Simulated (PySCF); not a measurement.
## TDDFT excited states: C4HF6P

Compound: C4HF6P.
Cartesian coordinates in Å at the GFN2-xTB level; atoms count from 1:
```xyz
12
C4HF6P angstrom
F      3.0704   -0.2280   -1.5056
C      2.8308   -0.3939   -0.2163
F      3.9349   -0.6708    0.4424
C      1.6002   -0.2808    0.2871
F      1.4223   -0.4609    1.6058
P      0.1738    0.1118   -0.7924
C     -1.0234    0.1154    0.3783
C     -2.4188    0.3966   -0.0386
F     -2.5054    0.6225   -1.3623
F     -2.9362    1.4780    0.5693
F     -3.2570   -0.6189    0.2322
H     -0.8903   -0.0716    1.4329
```

Computed with PySCF 2.14.0, density-fitted response routines, TDDFT wB97X-D/def2-SVPD, vertical, gas phase, core orbitals frozen in the response.

**Question.** What does the calculation give for the low-lying excited states?

**Answer.** 

| state | E (eV) | E (hartree) | f | \|μ\| (D) | symmetry | main configurations (H = HOMO, L = LUMO) |
| --- | --- | --- | --- | --- | --- | --- |
| S1 | 4.72 | 0.1735 | 0.354 | 4.44 | A′ | H→L (96%) |
| S2 | 4.91 | 0.1804 | 0.0096 | 0.72 | A″ | H-1→L (99%) |
| S3 | 6.11 | 0.2244 | 0.056 | 1.55 | A′ | H-2→L (95%) |
| S4 | 6.63 | 0.2436 | 0.0001 | 0.07 | – | H→L+1 (74%), H→L+4 (9%) |
| S5 | 6.94 | 0.2549 | 0.0002 | 0.09 | – | H-3→L (77%) |
| S6 | 7.09 | 0.2604 | 0.0054 | 0.45 | A″ | H→L+3 (65%), H-3→L (13%) |
| S7 | 7.58 | 0.2786 | 0.213 | 2.72 | A′ | H→L+2 (96%) |
| S8 | 7.70 | 0.2829 | 0.0006 | 0.15 | – | H→L+4 (48%), H→L+1 (15%), H→L+3 (10%) |

Triplets (Tamm–Dancoff): T1 2.62 eV, H→L (87%), H-2→L (10%); T2 4.00 eV, H-1→L (96%); T3 4.22 eV, H-2→L (64%), H→L+2 (25%).

The lowest singlet lies at 4.72 eV (263 nm, ultraviolet) and is strong; its leading configuration is HOMO→LUMO (96%). The lowest level is also the most intense of those listed (f = 0.354). Löwdin shares by element: HOMO carbon 60% or more, phosphorus 12% (atoms not listed hold the other 27%); LUMO carbon 47% or more, phosphorus 38% (atoms not listed hold the other 15%). Of the 8 states listed, 3 reach f = 0.01 and 2 stay under 0.0005. The oscillator strengths of these states sum to 0.638; summed over the whole spectrum of an exact calculation they would give the number of electrons, 94 (Thomas–Reiche–Kuhn). Orbital energies (eV): HOMO-3 -13.25, HOMO-2 -11.41, HOMO-1 -11.16, HOMO -9.72, LUMO -1.30, LUMO+1 1.70, LUMO+2 1.85. Symmetry labels in Cs follow from the direction of the transition dipole and are given only for states with f of 0.002 or more. Singlets were solved by full linear response, triplets in the Tamm–Dancoff approximation.

The run took 75 s wall (grids of density and orbitals included) on Arm Neoverse V1, one thread (shared host), and the process peaked at 1.1 GiB of memory.

One conformer stands for the species.
